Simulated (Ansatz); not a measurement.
Q: Name a neutral molecule of F, N, O, Si and H with HOMO energy (B3LYP/def2-TZVPP) between -8.30 and -8.00 eV and size of the dipole moment (B3LYP/def2-TZVPP) between 1.65 and 1.95 D (Ansatz, PBE0-D4/def2-TZVP geometry).

A: `O[SiH2]N[SiH](O)F` (-8.04 eV, 1.77 D). Other molecules can fit too; these were computed, each in one conformer that needn't be the lowest.

B3LYP here is the variant with VWN-RPA as its local correlation; programs differ in this.
